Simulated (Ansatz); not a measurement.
# A family of molecules: the vertical ionisation energy

One atom is swapped for its congeners: CH3F (fluoromethane) `CF`; CH3Cl (chloromethane) `CCl`; CH3Br (bromomethane) `CBr`; CH3I `CI`. All are singlets with charge 0.

Shapes, held fixed at every level: PBE0-D4/def2-TZVP. Programs: Ansatz 0.2.0. Values in eV.

```json
{"level": "PBE-D4/def2-TZVPP", "CH3F": "12.63", "CH3Cl": "11.08", "CH3Br": "10.48", "CH3I": "9.63"}
{"level": "r2SCAN-D4/def2-TZVPP", "CH3F": "12.78", "CH3Cl": "11.16", "CH3Br": "10.56", "CH3I": "9.67"}
{"level": "PBE0-D4/def2-TZVPP", "CH3F": "12.94", "CH3Cl": "11.22", "CH3Br": "10.57", "CH3I": "9.70"}
{"level": "wB97M-V/def2-TZVPP", "CH3F": "13.02", "CH3Cl": "11.29", "CH3Br": "10.58", "CH3I": "9.67"}
{"level": "wB97X-V/def2-TZVPP", "CH3F": "13.05", "CH3Cl": "11.32", "CH3Br": "10.64", "CH3I": "9.75"}
{"level": "B2PLYP/def2-TZVPP", "CH3F": "13.11", "CH3Cl": "11.25", "CH3Br": "10.59", "CH3I": "9.70"}
{"level": "measured", "CH3F": "–", "CH3Cl": "11.29", "CH3Br": "–", "CH3I": "–"}
```

At B2PLYP/def2-TZVPP the vertical ionisation energy falls at every step, from 13.11 to 9.70 eV. Every level shows the same order. Measured values: NIST CCCBDB. For atoms past krypton def2 sets carry core potentials with scalar relativity. Relativity is left out for Br unless named. Correlated rows may include outer-core shells of Br, I, which these sets cover unevenly. The lone pairs of the heavier congeners lie higher, so an electron comes off more easily. Spin-orbit coupling, which grows down the group, is left out.
